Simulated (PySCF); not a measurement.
**How methods differ on the ionisation energy of Cs⁴³⁺**

Cs⁴³⁺ [Ne] 3s2 (1S) → Cs⁴⁴⁺ [Ne] 3s1 (2S), as a difference of total energies. Calculation: PySCF 2.14, in an uncontracted even-tempered set (18 s from 8.8 bohr⁻², ratio 2.5; 12 p from 11 bohr⁻², ratio 2.5; 4 d from 42 bohr⁻², ratio 2.7; 4 f from 63 bohr⁻², ratio 2.7); scalar relativity by spin-free X2C-1e. Correlated levels: outer shells: 1s2 frozen; virtual orbitals above 40 to 60 times the deepest correlated orbital energy dropped. The calculations carry no spin-orbit coupling.

```tsv
method	ionisation energy (eV)
UHF	3393.1
MP2 (outer shells)	3396.5
SCS-MP2 (outer shells)	3396.9
CCSD (outer shells)	3397.2
CCSD(T) (outer shells)	3397.2
```

Task: How much does correlation contribute at CCSD(T) (outer shells)?

Result: 3397.2 − (3393.1) = 4.1 eV, measured against UHF.

Breit and QED terms and the two-electron picture change are absent.

For comparison: 3392 ± 4 eV (theoretical estimate listed by NIST; NIST Atomic Spectra Database, ionization energies).
